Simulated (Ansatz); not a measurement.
`O=CB(F)[SiH3]`. The species carries charge 0 and has multiplicity 1. The geometry is a stationary point of PBE0-D4/def2-TZVP. It is one conformer, not always the lowest.

```xyz
9

O    -1.811    0.625   -1.049
C    -1.535    0.833    0.110
B    -0.162    0.272    0.735
F     0.023    0.488    2.025
Si    1.187   -0.722   -0.420
H    -2.241    1.413    0.749
H     2.397   -1.090    0.362
H     1.587    0.140   -1.564
H     0.555   -1.960   -0.949
```

Task: What is the dipole moment at r2SCAN/def2-TZVPP? (Estimate.)

Result: Ansatz gave: 1.37 D, with components (0.34, 0.25, 1.30) D in this frame, pointing from negative to positive charge.

Task: And with PBE, B3LYP, ωB97M-V? (Best estimate.)

Result: Ansatz gave: PBE 1.33 D, B3LYP 1.41 D, ωB97M-V 1.46 D.

Task: Give the Mulliken charges with r2SCAN, ωB97M-V, B3LYP in def2-TZVPP. (Estimate.)

Result: Computed: 
```csv
atom,r2SCAN,ωB97M-V,B3LYP
O1,-0.26,-0.24,-0.23
C2,0.13,0.08,0.08
B3,0.34,0.30,0.34
F4,-0.22,-0.20,-0.20
Si5,0.15,0.01,0.10
H6,0.04,0.09,0.08
H7,-0.07,-0.02,-0.06
H8,-0.06,-0.01,-0.05
H9,-0.06,-0.01,-0.05
```

B3LYP here is the variant with VWN-RPA as its local correlation; programs differ in this.
